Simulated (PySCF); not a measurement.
F4Hf, SMILES [F][Hf-]([F])([F])[F] (connectivity only; charge and spin as stated), charge -1, multiplicity 2. Geometry optimised at PBE-D3(BJ)/def2-SVPD. The multiplicity is an assumed one; other spin states were not compared. The def2 effective core potentials stand for the cores of Hf; spin–orbit coupling is left out.

Calculation: PBE-D3(BJ)/def2-SVPD in PySCF.

Harmonic wavenumbers (cm⁻¹): 86, 111, 139, 139, 194, 519, 519, 520, 552. Rotational constants (GHz): 3.086, 3.086, 1.826; symmetry number 4.

Q: Work out the zero-point energy and the ideal-gas rigid-rotor harmonic-oscillator thermochemistry at 298.15 K and 1 atm.

A: ZPE = ½ Σ hcν = ½ × 2779 cm⁻¹ = 3.97 kcal/mol. H − E(el) = 8.97 kcal/mol. Entropy in cal/(mol K): translation 42.50, rotation 24.56, vibration 17.21, spin 1.38, total 85.65. G − E(el) = -16.56 kcal/mol. Cp = 22.28 cal/(mol K). Modes under 150 cm⁻¹ make the vibrational entropy uncertain.
